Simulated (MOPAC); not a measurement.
MOPAC input (PM3):

```
PM3 FORCE THERMO(298,298) PRECISE LET CHARGE=-1 GEO-OK AUX(PRECISION=9) THREADS=1
H3F2Si2

F     2.00808425 1    0.39936818 1    0.86612164 1
Si    1.18808659 1    0.54535210 1   -0.52266910 1
Si   -1.19996380 1    0.12537549 1   -0.00952456 1
F    -1.72078970 1   -1.35127903 1    0.42408813 1
H     1.39798925 1   -0.84063555 1   -1.15212948 1
H    -1.77687414 1    1.07340671 1    1.02116433 1
H    -1.96119344 1    0.47898289 1   -1.26928407 1
```

From the output:

```
     H    7   2.270547

          HEAT OF FORMATION =    -193.718995 KCALS/MOLE

          ZERO POINT ENERGY      17.970 KCAL/MOL

           NORMAL COORDINATE ANALYSIS (Total motion = 1 Angstrom)

   Root No.       1         2         3         4         5         6         7         8

                 1 A       2 A       3 A       4 A       5 A       6 A       7 A       8 A

                  51.1     125.7     185.0     347.7     382.9     504.3     762.6     776.9

           1    0.0035    0.0361    0.0233   -0.0333    0.0007   -0.0008    0.0068    0.0079
           2   -0.0330    0.1537    0.0822   -0.0324   -0.0265    0.0042   -0.0032    0.0015
           3    0.0970   -0.0113    0.0081    0.0008    0.0043   -0.0072   -0.0008    0.0042
           4    0.0037    0.0370    0.0230   -0.0277    0.0022   -0.0010   -0.0041   -0.0051
           5    0.0006   -0.0161   -0.0553   -0.0402    0.1198   -0.0179    0.0117    0.0018
           6   -0.0696   -0.0471    0.0202   -0.0016   -0.0037    0.0302   -0.0032   -0.0068
           7   -0.0543   -0.0009   -0.0400    0.0738    0.0207    0.0027   -0.0229    0.0131
           8    0.0190   -0.0023   -0.0343    0.0454   -0.0745   -0.0277   -0.0309   -0.0180
           9    0.0202    0.0677   -0.0442    0.0023   -0.0252   -0.0266   -0.0013   -0.0100
          10    0.0948   -0.0803    0.0161   -0.0223   -0.0182    0.0012    0.0205   -0.0214
          11   -0.0059   -0.1451    0.0687    0.0129   -0.0271    0.0221   -0.0021    0.0106
          12   -0.0261   -0.0214    0.0208   -0.0088    0.0286    0.0057    0.0165    0.0187
          13   -0.1416   -0.0133    0.0183   -0.0466    0.0188    0.0325   -0.0286    0.0605
          14    0.1060    0.1292   -0.2619   -0.1008   -0.0799    0.6535   -0.0749   -0.0686
          15   -0.1131   -0.0770    0.0475    0.0030    0.0281   -0.0569    0.0020    0.0181
          16   -0.2193   -0.1520   -0.2296   -0.2398   -0.3139   -0.0813    0.2311    0.0141
          17    0.0278    0.0199   -0.1726   -0.0576   -0.2822    0.0056    0.2068    0.4282
          18   -0.0561   -0.0126   -0.0307   -0.0566   -0.0279   -0.0732   -0.0319   -0.2752
          19   -0.0808   -0.0080   -0.0598    0.0496   -0.0147   -0.0059    0.0360   -0.0433
          20    0.0533    0.2007    0.0882    0.3815    0.1121    0.1153    0.5017   -0.1356
          21    0.2089    0.1312    0.1098    0.1843    0.1873    0.0571   -0.1427    0.2924

   Root No.       9        10        11        12        13        14        15

                 9 A      10 A      11 A      12 A      13 A      14 A      15 A

                 821.8     883.5     896.9     908.4    1957.2    1973.4    1993.0

           1   -0.0264    0.0270    0.1706    0.0914   -0.0002   -0.0002    0.0029
           2    0.0041    0.0000   -0.0008    0.0001    0.0001    0.0000   -0.0002
           3    0.0383    0.0009    0.0013    0.0037    0.0000    0.0000   -0.0021
           4   -0.0108   -0.0187   -0.1175   -0.0671    0.0003    0.0001    0.0063
           5   -0.0050    0.0009    0.0005   -0.0080    0.0000    0.0002   -0.0044
           6   -0.0315   -0.0001   -0.0020   -0.0014    0.0002   -0.0000   -0.0311
           7   -0.0008   -0.0008    0.0123   -0.0182    0.0192   -0.0148    0.0003
           8   -0.0008   -0.0156   -0.0244    0.0845   -0.0103   -0.0059   -0.0002
           9    0.0052    0.0115    0.0455   -0.1070   -0.0133   -0.0128   -0.0006
          10    0.0029   -0.0138   -0.0056    0.0248    0.0012   -0.0014   -0.0000
          11    0.0027    0.0261    0.0371   -0.1095   -0.0005    0.0004   -0.0001
          12   -0.0059   -0.0521   -0.0458    0.1391   -0.0013   -0.0023    0.0002
          13    0.7610    0.0175    0.0211    0.0779    0.0022    0.0005   -0.2272
          14    0.0233    0.0117   -0.0036    0.0340   -0.0028   -0.0006    0.1267
          15    0.1618    0.0043    0.0178    0.0176   -0.0094   -0.0013    0.9091
          16   -0.0045    0.3376   -0.2564    0.1634   -0.1888   -0.1408   -0.0029
          17   -0.0382   -0.1420    0.0273   -0.1191    0.2863    0.1864    0.0068
          18    0.0251    0.2336   -0.1078    0.1173    0.4684    0.3099    0.0097
          19    0.0128   -0.0622    0.0563   -0.0553   -0.3747    0.5785   -0.0059
          20    0.0494    0.0486   -0.0422    0.0171    0.0110   -0.0351   -0.0002
          21   -0.0653    0.4117   -0.2837    0.1957   -0.0707    0.0918    0.0002

           MASS-WEIGHTED COORDINATE ANALYSIS (NORMAL COORDINATES)

   Root No.       1         2         3         4         5         6         7         8

                 1 A       2 A       3 A       4 A       5 A       6 A       7 A       8 A

                  51.1     125.7     185.0     347.7     382.9     504.3     762.6     776.9

           1    0.0175    0.1356    0.1243   -0.1882    0.0034   -0.0044    0.0445    0.0532
           2   -0.1634    0.5768    0.4385   -0.1833   -0.1235    0.0246   -0.0210    0.0104
           3    0.4804   -0.0424    0.0434    0.0045    0.0201   -0.0425   -0.0052    0.0282
           4    0.0221    0.1689    0.1494   -0.1906    0.0122   -0.0070   -0.0326   -0.0418
           5    0.0037   -0.0733   -0.3588   -0.2767    0.6786   -0.1277    0.0935    0.0151
           6   -0.4189   -0.2148    0.1307   -0.0108   -0.0212    0.2158   -0.0254   -0.0558
           7   -0.3270   -0.0042   -0.2593    0.5078    0.1176    0.0191   -0.1830    0.1079
           8    0.1144   -0.0105   -0.2228    0.3123   -0.4222   -0.1978   -0.2466   -0.1485
           9    0.1213    0.3089   -0.2871    0.0157   -0.1429   -0.1897   -0.0102   -0.0820
          10    0.4692   -0.3013    0.0860   -0.1263   -0.0846    0.0068    0.1345   -0.1448
          11   -0.0293   -0.5446    0.3666    0.0731   -0.1264    0.1299   -0.0135    0.0714
          12   -0.1290   -0.0804    0.1109   -0.0497    0.1331    0.0335    0.1086    0.1266
          13   -0.1615   -0.0115    0.0225   -0.0607    0.0201    0.0439   -0.0433    0.0943
          14    0.1209    0.1117   -0.3219   -0.1313   -0.0857    0.8837   -0.1133   -0.1070
          15   -0.1289   -0.0665    0.0583    0.0040    0.0302   -0.0770    0.0031    0.0282
          16   -0.2501   -0.1314   -0.2822   -0.3124   -0.3368   -0.1100    0.3495    0.0219
          17    0.0317    0.0172   -0.2121   -0.0751   -0.3029    0.0075    0.3128    0.6677
          18   -0.0640   -0.0109   -0.0377   -0.0737   -0.0300   -0.0990   -0.0483   -0.4292
          19   -0.0922   -0.0069   -0.0735    0.0647   -0.0157   -0.0079    0.0545   -0.0676
          20    0.0608    0.1735    0.1084    0.4971    0.1203    0.1559    0.7590   -0.2114
          21    0.2382    0.1134    0.1349    0.2401    0.2010    0.0772   -0.2159    0.4559

   Root No.       9        10        11        12        13        14        15

                 9 A      10 A      11 A      12 A      13 A      14 A      15 A

                 821.8     883.5     896.9     908.4    1957.2    1973.4    1993.0

           1   -0.1383    0.1717    0.6646    0.3219   -0.0012   -0.0012    0.0129
           2    0.0216    0.0001   -0.0030    0.0004    0.0007    0.0001   -0.0007
           3    0.2004    0.0057    0.0051    0.0129    0.0001    0.0001   -0.0093
           4   -0.0689   -0.1443   -0.5566   -0.2874    0.0019    0.0008    0.0344
           5   -0.0321    0.0067    0.0023   -0.0345    0.0002    0.0013   -0.0243
           6   -0.2000   -0.0008   -0.0094   -0.0061    0.0018   -0.0000   -0.1708
           7   -0.0054   -0.0062    0.0584   -0.0779    0.1432   -0.1096    0.0016
           8   -0.0051   -0.1205   -0.1154    0.3620   -0.0771   -0.0437   -0.0011
           9    0.0330    0.0885    0.2153   -0.4584   -0.0993   -0.0949   -0.0034
          10    0.0152   -0.0875   -0.0218    0.0875    0.0074   -0.0083   -0.0001
          11    0.0141    0.1658    0.1444   -0.3859   -0.0031    0.0027   -0.0004
          12   -0.0311   -0.3314   -0.1782    0.4901   -0.0079   -0.0143    0.0008
          13    0.9166    0.0257    0.0189    0.0632    0.0032    0.0007   -0.2365
          14    0.0281    0.0171   -0.0032    0.0276   -0.0039   -0.0009    0.1319
          15    0.1949    0.0063    0.0160    0.0143   -0.0134   -0.0019    0.9462
          16   -0.0054    0.4943   -0.2300    0.1326   -0.2668   -0.1978   -0.0030
          17   -0.0461   -0.2079    0.0245   -0.0966    0.4045    0.2618    0.0071
          18    0.0302    0.3420   -0.0967    0.0952    0.6618    0.4353    0.0101
          19    0.0154   -0.0910    0.0505   -0.0448   -0.5294    0.8128   -0.0061
          20    0.0595    0.0711   -0.0379    0.0139    0.0156   -0.0493   -0.0002
          21   -0.0787    0.6028   -0.2545    0.1588   -0.0998    0.1289    0.0003

          DESCRIPTION OF VIBRATIONS

 VIBRATION          1    1A          ATOM PAIR     ENERGY CONTRIBUTION    RADIAL
 FREQUENCY            51.14         Si2 -- Si3         +24.9% (461.6%)      0.0%
 TRANSITION DIPOLE   0.3958         F 1 -- Si2         +19.7% (410.1%)      0.0%
 TRAVEL (Ang.)       0.5947         Si3 -- F 4         +19.1% (403.9%)      0.0%
 REDUCED MASS        3.7276         Si3 -- H 7         +16.8% (379.5%)     87.4%
 EFFECTIVE MASS    548.4091         Si3 -- H 6         +16.6% (376.8%)     97.4%
 FORCE CONSTANT      0.0057

 VIBRATION          2    2A          ATOM PAIR     ENERGY CONTRIBUTION    RADIAL
 FREQUENCY           125.67         Si2 -- Si3         +28.7% (177.7%)      0.0%
 TRANSITION DIPOLE   0.5066         Si3 -- H 7         +22.8% (158.5%)      1.6%
 TRAVEL (Ang.)       0.3054         Si3 -- H 6         +19.5% (146.7%)     31.4%
 REDUCED MASS        5.7514         Si3 -- F 4         +11.4% (112.2%)      0.3%
 EFFECTIVE MASS     47.3017         F 1 -- Si2         +11.0% (110.2%)      0.2%
 FORCE CONSTANT      0.0535

 VIBRATION          3    3A          ATOM PAIR     ENERGY CONTRIBUTION    RADIAL
 FREQUENCY           184.98         Si3 -- H 7         +21.8% (128.3%)     17.6%
 TRANSITION DIPOLE   0.1593         Si2 -- Si3         +20.8% (125.1%)      0.0%
 TRAVEL (Ang.)       0.3363         Si3 -- H 6         +19.6% (121.7%)     69.3%
 REDUCED MASS        3.2240         Si3 -- F 4         +17.1% (113.7%)      0.1%
 EFFECTIVE MASS     39.6394         Si2 -- H 5         +11.7% ( 94.0%)      7.1%
 FORCE CONSTANT      0.0650

 VIBRATION          4    4A          ATOM PAIR     ENERGY CONTRIBUTION    RADIAL
 FREQUENCY           347.72         Si3 -- H 6         +31.2% (107.9%)      0.0%
```

The dipole moment of an ion depends on the origin.
